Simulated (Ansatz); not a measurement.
Born–Oppenheimer molecular dynamics of ClGe2H7O (11 atoms, charge 0, multiplicity 1). It starts at the highest image of a converged band, a first-order saddle point between two minima.

All numbers below come from RKS BHLYP/def2-SVP (Ansatz 0.2.0).

```yaml
ensemble: NVE (velocity Verlet)
time_step: 0.5 fs
steps_asked: 200
starting_velocities_drawn_for: 300 K
seed: 3665
```

First frame:

```xyz
11
Properties=species:S:1:pos:R:3
Ge 0.298 0.362 -0.121
Cl 1.179 -0.822 2.034
Ge 2.450 -0.347 -0.996
H 2.633 -1.845 -0.794
H 2.537 0.002 -2.492
H 3.529 0.443 -0.254
H -0.125 1.636 -0.914
H -0.927 -0.538 -0.092
O 0.132 1.633 1.504
H 0.498 2.518 1.444
H 0.578 1.091 2.197
```

Task: How far do the bonds stretch over the last three quarters of this one trajectory? (Pairs bonded in most of those frames.)

Result: 
```
   bond  mean (Å)  spread (Å)  shortest  longest
Ge1–Cl2     2.401       0.138      2.17     2.60
Ge1–Ge3     2.425       0.039      2.37     2.48
 Ge1–H7     1.545       0.032      1.48     1.61
 Ge1–H8     1.538       0.042      1.46     1.61
 Ge1–O9     2.297       0.136      2.15     2.69
 Ge3–H4     1.527       0.012      1.51     1.55
 Ge3–H5     1.538       0.005      1.53     1.55
 Ge3–H6     1.534       0.030      1.49     1.58
 O9–H10     0.959       0.008      0.94     0.98
 O9–H11     0.968       0.023      0.93     1.01
```

Mean temperature of the second half: 329 K. The conserved energy stayed within 0.13 meV per atom of its start (net change 0.064 meV per atom), so the integration is sound. A run of 0.1 ps of so small a system gives no equilibrium averages. The orbitals stay closed-shell, which can raise the energy where a bond breaks towards radicals; this wasn't checked here.

The run took 9.9 min on 4 threads of Arm Neoverse V1 (shared host), peak memory 0.39 GiB.
